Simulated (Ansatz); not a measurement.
`[GaH2][Br]` + `BO` → `B[O][GaH2]` + HBr at 400 K and 1 bar (ligand exchange at a Ga–Br bond).

Program: Ansatz. Geometries: PBE0-D4/def2-TZVP. ΔE: electronic, gas phase. CCSD(T)/CBS adds triple-zeta CCSD(T) − MP2 to the extrapolated MP2 energy (def2 sets, frozen cores). This one scheme is used for every species. For Br, Ga outer-core shells are correlated without core-valence functions, which leaves a few kJ/mol of doubt a bond. Scalar relativity is left out up to krypton.

| species | CCSD(T)/CBS energy (Eh) | H − E (kJ/mol) | S (J/(mol·K)) |
| --- | --- | --- | --- |
| `[GaH2][Br]` | -4498.49736 | 54.9 | 292.5 |
| `BO` | -101.80414 | 108.2 | 244.0 |
| `B[O][GaH2]` | -2026.35181 | 125.7 | 339.6 |
| HBr | -2573.91920 | 27.6 | 207.2 |

H − E and S are ideal-gas, rigid-rotor, harmonic terms from PBE0-D4/def2-TZVP. 1 Eh = 2625.50 kJ/mol, R = 8.31446 J/(mol·K).

Task: By hand: ΔE, ΔH, ΔS and ΔG.

Result: ΔE = (-2026.35181) + (-2573.91920) − (-4498.49736) − (-101.80414) = 0.03049 Eh = 80.1 kJ/mol. Δ(H − E) = 125.7 + 27.6 − 54.9 − 108.2 = -9.8, so ΔH = 70.3 kJ/mol. ΔS = 339.6 + 207.2 − 292.5 − 244.0 = 10.3 J/(mol·K). ΔG = 70.3 − 400 × (10.3)/1000 = 66.2 kJ/mol.

Task: By hand: the equilibrium constant, and the temperature at which ΔG would vanish if ΔH and ΔS stayed fixed.

Result: log₁₀ K = −ΔG/(RT ln 10) = -8.6. ΔG = 0 at ΔH/ΔS = 6825 K, far beyond where these terms or the molecules hold.

The number of gas molecules stays the same, so ΔS is small and ΔH decides. A doubt of 5 kJ/mol in ΔE shifts log₁₀ K by 0.7 here. These are equilibria of isolated gas molecules and say nothing of rates. Largest T1 diagnostic: 0.016 (customary marks: 0.02 for closed shells, 0.045 for open ones).
